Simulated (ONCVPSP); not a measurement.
# u(r) = r·R(r): atom against pseudo-atom (F (Z = 9))

Columns: radius, all-electron u(r) and pseudo u(r) of the 2p shell (level -11.27 eV) of fluorine in the configuration [He] 2s1.5 2p5.5; revPBE, scalar-relativistic, ONCV scheme, ONCVPSP 4.0.1.

```json
{"r (bohr)": "0.057", "all-electron": "0.0542", "pseudo": "0.0259"}
{"r (bohr)": "0.115", "all-electron": "0.1723", "pseudo": "0.1008"}
{"r (bohr)": "0.172", "all-electron": "0.3072", "pseudo": "0.2122"}
{"r (bohr)": "0.230", "all-electron": "0.4410", "pseudo": "0.3486"}
{"r (bohr)": "0.288", "all-electron": "0.5603", "pseudo": "0.4913"}
{"r (bohr)": "0.345", "all-electron": "0.6594", "pseudo": "0.6227"}
{"r (bohr)": "0.402", "all-electron": "0.7399", "pseudo": "0.7343"}
{"r (bohr)": "0.460", "all-electron": "0.8036", "pseudo": "0.8214"}
{"r (bohr)": "0.518", "all-electron": "0.8501", "pseudo": "0.8803"}
{"r (bohr)": "0.575", "all-electron": "0.8809", "pseudo": "0.9136"}
{"r (bohr)": "0.632", "all-electron": "0.8991", "pseudo": "0.9276"}
{"r (bohr)": "0.690", "all-electron": "0.9067", "pseudo": "0.9275"}
{"r (bohr)": "0.747", "all-electron": "0.9054", "pseudo": "0.9185"}
{"r (bohr)": "0.805", "all-electron": "0.8970", "pseudo": "0.9038"}
{"r (bohr)": "0.862", "all-electron": "0.8831", "pseudo": "0.8861"}
{"r (bohr)": "0.920", "all-electron": "0.8645", "pseudo": "0.8655"}
{"r (bohr)": "0.977", "all-electron": "0.8430", "pseudo": "0.8432"}
{"r (bohr)": "1.035", "all-electron": "0.8187", "pseudo": "0.8187"}
{"r (bohr)": "1.092", "all-electron": "0.7930", "pseudo": "0.7930"}
{"r (bohr)": "1.150", "all-electron": "0.7658", "pseudo": "0.7658"}
{"r (bohr)": "1.208", "all-electron": "0.7378", "pseudo": "0.7378"}
{"r (bohr)": "1.265", "all-electron": "0.7100", "pseudo": "0.7100"}
{"r (bohr)": "1.322", "all-electron": "0.6822", "pseudo": "0.6822"}
{"r (bohr)": "1.380", "all-electron": "0.6541", "pseudo": "0.6541"}
{"r (bohr)": "1.438", "all-electron": "0.6264", "pseudo": "0.6264"}
{"r (bohr)": "1.495", "all-electron": "0.5997", "pseudo": "0.5997"}
```

(1) How many radial nodes do the two functions have?

(2) At about which radius was the pseudo-wave matched?

(3) Where does each function peak?

(4) Is the pseudo-wave norm-conserving?

Answers

(1) The all-electron 2p function has n − l − 1 = 0; the pseudo-wave has 0.

(2) 1.15 bohr. The columns agree to 0.0005 from 0.98 bohr on; several derivatives are matched, so the curves merge somewhat inside the radius.

(3) Outermost all-electron maximum near 0.69 bohr, pseudo maximum near 0.63 bohr (to the table’s step).

(4) Yes: the ONCV scheme keeps the norm inside the radius equal to the all-electron one, which fixes the energy derivative of the logarithmic derivative at the level.
